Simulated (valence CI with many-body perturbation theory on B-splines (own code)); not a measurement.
## E1 line list for Er36+

Method: relativistic CI+MBPT: four valence electrons over a frozen Dirac-Fock core [Ar] 3d10, radial functions for each j: 11 s, 11 p, 9 d, 7 f, 5 g, 2 h, 1 i, with the one-electron correlation potential Σ1, the two-electron term Σ2, the three-electron term Σ3, Breit, model QED; selected CI, second order for the rest (own B-spline code, finite nucleus).

No measured spectrum was set against this ion. As an estimate, large intervals hold to a few tenths of a per cent, small ones and those within an open d or f shell to about a per cent.

Lines 201 to 241 of 241 in falling wavelength, among levels below 27.917 Ry, chosen from the strongest by gf and those to the six lowest levels. Wavelengths and rates use the calculated energies. Electric multipoles are in the length gauge, E1 and E2 with the static RPA response of the core. Weak lines are less certain than strong ones. Lines between different terms over intervals too small for the method are left out, as are lines whose strength nearly cancels. Where a level lies close to another of its J and parity, the split of strength between their lines is uncertain. The highest levels of a list are the least certain.

Levels are named by their leading jj configuration (3d3/2^4 stands for four electrons in 3d with j = 3/2), which in mixed levels can hold well under half, so a name can repeat and another be missing. Letters in brackets count levels of one name in rising energy.

```csv
λ vac (Å),Upper,Lower,A (s⁻¹),log gf,Branch %
61.01,(4s^2 4p3/2 4d3/2) J=1,(4s^2 4p1/2 4p3/2) J=1,6.28e+11,0.02,86.6
61.01,(4s^2 4p1/2 4d3/2) J=1,(4s^2 4p1/2^2) J=0,8.19e+11,0.14,96.9
60.98,(4s^2 4p3/2 4d3/2) J=2,(4s^2 4p1/2 4p3/2) J=1,3.55e+11,0.00,44.8
60.93,(4s 4p1/2 4p3/2 4d5/2) J=2 [a],(4s 4p1/2^2 4p3/2) J=2,1.89e+11,-0.28,63.5
60.68,(4s 4p1/2 4p3/2 4d5/2) J=1 [a],(4s 4p1/2^2 4p3/2) J=2,2.74e+11,-0.34,63.6
60.48,(4s^2 4p3/2 4d3/2) J=0,(4s^2 4p1/2 4p3/2) J=1,7.20e+11,-0.40,100.0
60.41,(4s 4p1/2 4p3/2 4d3/2) J=0 [b],(4s 4p1/2^2 4p3/2) J=1,5.74e+11,-0.50,67.7
60.29,(4s 4p1/2 4p3/2 4d3/2) J=1 [c],(4s 4p1/2^2 4p3/2) J=2,1.89e+09,-2.51,0.5
59.31,(4s 4p1/2 4p3/2 4d5/2) J=3 [a],(4s 4p1/2^2 4p3/2) J=2,7.73e+10,-0.54,29.7
58.93,(4s 4p1/2 4p3/2 4d5/2) J=2 [b],(4s 4p1/2^2 4p3/2) J=2,9.39e+09,-1.61,2.9
58.41,(4s 4p1/2 4p3/2^2) J=1 [a],(4s^2 4p1/2^2) J=0,1.09e+11,-0.78,35.5
58.37,(4s 4p1/2 4p3/2 4d3/2) J=2 [d],(4s 4p1/2^2 4p3/2) J=2,7.79e+09,-1.70,1.3
58.03,(4s 4p1/2 4p3/2 4d5/2) J=3 [b],(4s 4p1/2^2 4p3/2) J=2,8.43e+09,-1.53,2.6
58.02,(4s 4p1/2 4p3/2 4d3/2) J=1 [d],(4s 4p1/2^2 4p3/2) J=2,2.46e+09,-2.43,0.3
57.93,(4s 4p1/2 4p3/2 4d5/2) J=2 [c],(4s 4p1/2^2 4p3/2) J=1,1.06e+11,-0.57,13.8
57.54,(4s 4p1/2 4p3/2 4d5/2) J=2 [d],(4s 4p1/2^2 4p3/2) J=1,2.49e+10,-1.21,4.6
57.51,(4s 4p1/2 4p3/2 4d5/2) J=0,(4s 4p1/2^2 4p3/2) J=1,1.67e+11,-1.08,28.0
57.18,(4s 4p1/2 4p3/2 4d5/2) J=3 [c],(4s 4p1/2^2 4p3/2) J=2,1.62e+11,-0.25,48.5
57.17,(4s 4p1/2 4p3/2^2) J=1 [b],(4s^2 4p1/2^2) J=0,7.47e+10,-0.96,12.1
57.15,(4s^2 4p3/2 4d5/2) J=1 [a],(4s^2 4p1/2 4p3/2) J=2,1.92e+10,-1.55,4.3
56.68,(4s^2 4p3/2 4d5/2) J=2,(4s^2 4p1/2 4p3/2) J=2,2.60e+09,-2.20,0.5
56.60,(4p1/2 4p3/2^3) J=2,(4s 4p1/2^2 4p3/2) J=1,1.04e+11,-0.60,14.0
56.25,(4s^2 4p3/2 4d5/2) J=3,(4s^2 4p1/2 4p3/2) J=2,4.05e+10,-0.87,6.6
56.17,(4s^2 4p3/2 4d5/2) J=1 [a],(4s^2 4p1/2 4p3/2) J=1,1.10e+10,-1.81,2.5
55.91,(4s^2 4p1/2 4f5/2) J=3,(4s 4p1/2^2 4p3/2) J=2,2.59e+09,-2.07,0.5
55.91,(4s 4p1/2 4p3/2 4d5/2) J=1 [b],(4s 4p1/2^2 4p3/2) J=2,4.62e+09,-2.19,1.5
55.84,(4p1/2 4p3/2^3) J=1,(4s 4p1/2^2 4p3/2) J=1,1.12e+11,-0.81,11.2
55.72,(4s^2 4p3/2 4d5/2) J=2,(4s^2 4p1/2 4p3/2) J=1,1.15e+10,-1.57,2.0
54.63,(4s 4p1/2 4p3/2 4d5/2) J=2 [c],(4s 4p1/2^2 4p3/2) J=2,4.91e+09,-1.96,0.6
54.55,(4s 4p1/2 4p3/2 4d5/2) J=1 [c],(4s 4p1/2^2 4p3/2) J=2,1.39e+08,-3.73,0.0
54.35,(4s^2 4p3/2 4d5/2) J=1 [b],(4s^2 4p1/2 4p3/2) J=2,9.29e+08,-2.91,0.1
54.29,(4s 4p1/2 4p3/2 4d5/2) J=2 [d],(4s 4p1/2^2 4p3/2) J=2,1.06e+10,-1.63,2.0
53.95,(4s 4p1/2 4p3/2 4d5/2) J=3 [d],(4s 4p1/2^2 4p3/2) J=2,1.57e+08,-3.32,0.0
53.47,(4s^2 4p3/2 4d5/2) J=1 [b],(4s^2 4p1/2 4p3/2) J=1,1.68e+10,-1.66,2.3
53.45,(4p1/2 4p3/2^3) J=2,(4s 4p1/2^2 4p3/2) J=2,3.33e+09,-2.15,0.4
52.78,(4p1/2 4p3/2^3) J=1,(4s 4p1/2^2 4p3/2) J=2,1.16e+10,-1.84,1.2
52.69,(4s^2 4p1/2 4f7/2) J=3,(4s 4p1/2^2 4p3/2) J=2,2.69e+10,-1.11,3.5
52.47,(4s 4p1/2 4p3/2 4d5/2) J=2 [e],(4s 4p1/2^2 4p3/2) J=2,1.81e+10,-1.43,2.2
47.68,(4s^2 4p3/2 4d3/2) J=1,(4s^2 4p1/2^2) J=0,2.97e+06,-5.52,0.0
44.68,(4s^2 4p3/2 4d5/2) J=1 [a],(4s^2 4p1/2^2) J=0,7.46e+08,-3.17,0.2
42.95,(4s^2 4p3/2 4d5/2) J=1 [b],(4s^2 4p1/2^2) J=0,1.40e+09,-2.93,0.2
```

Question: How does gf follow from A for the line at 60.48 Å?

Answer: gf = 1.4992 × (2J+1)_upper × A / σ², with σ = 1653509 cm⁻¹ and 2J+1 = 1: gf = 0.395.
